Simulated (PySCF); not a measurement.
Excitation energy of As(2+) by level of theory

As(2+) [Ar] 3d10 4s2 4p1 (2P) → As(2+) [Ar] 3d10 4s1 4p2, s spin flipped, as a difference of total energies. Calculation: PySCF 2.14, in def2-TZVPPD (7s5p5d1f, 54 functions); no relativity, point nucleus. Correlated levels: valence and next inner shell: [Ne] frozen. The calculations carry no spin-orbit coupling.

```json
{"method": "UHF", "excitation energy (cm⁻¹)": "92905"}
{"method": "MP2 (valence and next inner shell)", "excitation energy (cm⁻¹)": "87278"}
{"method": "SCS-MP2 (valence and next inner shell)", "excitation energy (cm⁻¹)": "86485"}
```

The upper determinant mixes two multiplicities, so it lies between the two terms.

The coupled-cluster amplitudes are large for the upper state (T1 above 0.03 or a double amplitude above 0.15), so a single reference is strained.
